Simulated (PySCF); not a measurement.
Computed properties of CH2F, SMILES F[CH2]

CH2F, SMILES [CH2]F (connectivity only; charge and spin as stated), charge +1, multiplicity 1. Coordinates come from a B3LYP-D3(BJ)/def2-TZVPD optimisation. The spin state was assumed, not searched. The isomer is the one that the SMILES or the coordinates give; other isomers of the formula were not compared. One conformer was computed; it need not be the lowest. All values are computed for the isolated molecule unless a solvent is named; none is compared with measurement here.

**Structure.** The optimised structure has C2v symmetry. All 6 harmonic modes at B3LYP-D3(BJ)/def2-TZVPD (PySCF) are real, so it is a minimum.

**Vibrations.** The strongest infrared lines (harmonic, unscaled, degenerate partners summed) lie at 1440 cm⁻¹ (129 km/mol, H 67 %, F 24 %, C 9 %), 1593 cm⁻¹ (56 km/mol, C 50 %, H 31 %, F 19 %), 3194 cm⁻¹ (47 km/mol, H 88 %, C 12 %). The softest mode is at 1243 cm⁻¹ and the zero-point energy is 16.9 kcal/mol.

**Electronic structure.** CAM-B3LYP/def2-TZVPD (PySCF) places the frontier levels at -21.45 and -10.57 eV, a gap of 10.88 eV and a mean polarisability of 10.5 bohr³.

**Excitations.** TDA-ωB97X/def2-TZVPD (PySCF) has S1 at 5.48 eV (226 nm, f = 0.000, dark); the most intense of the 10 singlets computed lies at 13.88 eV (f = 0.17). T1 (TDA) is at 4.77 eV, 0.71 eV under S1. No vertical singlet excitation falls in the visible range (under 3.1 eV).

**NMR.** GIAO shifts at B3LYP/pcSseg-2 (PySCF) (non-relativistic, atoms alike by connectivity averaged): ¹³C at 296.9 ppm against TMS; ¹H at 10.6 ppm against TMS; ¹⁹F at 351.8 ppm against CFCl3.
